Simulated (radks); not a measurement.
Neutral tantalum, configuration [Xe] 4f14 5d4.5 6s0.5 (fractional occupations, a model configuration). Method: Dirac Kohn-Sham, LDA (Slater exchange, Perdew-Wang correlation), spin-unpolarised, spherical densities, point nucleus; open shells are shared between the two j in proportion to 2j + 1; computed with a radial shooting solver on a logarithmic mesh with Libxc functionals.

Unscreened Slater integrals over Kohn-Sham orbitals (eV). Large and small components are both included.

| integral | value |
|---|---|
| F0(5d5/2,5d5/2) | 9.9677 |
| F2(5d5/2,5d5/2) | 4.7553 |
| F4(5d5/2,5d5/2) | 3.0160 |
| F0(5d5/2,5d3/2) | 10.266 |
| F2(5d5/2,5d3/2) | 4.9136 |
| G2(5d5/2,5d3/2) | 4.9078 |
| G4(5d5/2,5d3/2) | 3.1194 |
| F0(5d5/2,6s1/2) | 8.0700 |
| G2(5d5/2,6s1/2) | 2.8103 |
| F0(5d5/2,4f7/2) | 13.707 |
| F2(5d5/2,4f7/2) | 2.6391 |
| F4(5d5/2,4f7/2) | 1.1835 |
| G1(5d5/2,4f7/2) | 1.0462 |
| G3(5d5/2,4f7/2) | 0.86081 |
| G5(5d5/2,4f7/2) | 0.65801 |
| F0(5d3/2,5d3/2) | 10.588 |
| F2(5d3/2,5d3/2) | 5.0981 |
| F0(5d3/2,6s1/2) | 8.2160 |
| G2(5d3/2,6s1/2) | 2.6751 |
| F0(5d3/2,4f7/2) | 14.429 |
| F2(5d3/2,4f7/2) | 2.9328 |
| G3(5d3/2,4f7/2) | 0.98738 |
| G5(5d3/2,4f7/2) | 0.75293 |
| F0(6s1/2,6s1/2) | 7.2047 |
| F0(6s1/2,4f7/2) | 9.5266 |
| G3(6s1/2,4f7/2) | 0.24780 |
| F0(4f7/2,4f7/2) | 39.115 |
| F2(4f7/2,4f7/2) | 18.678 |
| F4(4f7/2,4f7/2) | 11.737 |
| F6(4f7/2,4f7/2) | 8.4494 |
